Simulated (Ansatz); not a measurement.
Computed with Ansatz on PBE0-D4/def2-TZVP structures; ΔE is electronic, products minus reactants. CBS: MP2 limit from def2 TZ/QZ plus the TZ coupled-cluster correction, frozen cores. DFT in def2-TZVPP. HSE06 is defined as in plane-wave codes. Elements past krypton have def2 core potentials. For I, Se outer-core shells are correlated without core-valence functions, which leaves a few kJ/mol of doubt a bond. Scalar relativity is left out up to krypton. Each species was taken in one conformer, which may not be the lowest.

`FC(F)(F)CI` + H₂Se → `FC(F)(F)[SeH]` + `CI`  (substitution at a C–C bond)

| level | ΔE (kJ/mol) |
| --- | --- |
| r2SCAN-D4 | 30.6 |
| B97M-V | 35.2 |
| B2PLYP | 31.1 |
| HSE06 | 30.2 |
| LC-ωPBE | 35.3 |
| MP2/def2-SVP | 52.9 |
| SCS-MP2/def2-TZVPP | 36.6 |
| MP2/CBS(def2) | 36.0 |

(1) What does CCSD(T)/CBS give? (Estimate.)

Largest T1 diagnostic among the species: 0.011.

Answers

(1) The calculation gave: +37.4 kJ/mol. The listed levels differ from it by -6.8, -2.2, -6.3, -7.2, -2.1, 15.5, -0.8, -1.4 kJ/mol.

At CCSD(T), def2-SVP lies +16.5 kJ/mol from the extrapolated value and def2-TZVPP +1.3 kJ/mol. The D4 term adds +3.1 kJ/mol with B3LYP and +1.9 kJ/mol with PBE0; it sums over pairs of atoms, weighted by their polarisabilities, and B3LYP, whose exchange is more repulsive, gets the larger term. Leaving LDA and LC-ωPBE aside and taking each functional with its dispersion term where it has one, the values, not all of them listed here, spread over 15.3 kJ/mol, from BLYP-D4 to BHLYP-D4. LDA lies +12.8 kJ/mol from PBE without D4.

B3LYP here is the variant with VWN-RPA as its local correlation; programs differ in this.
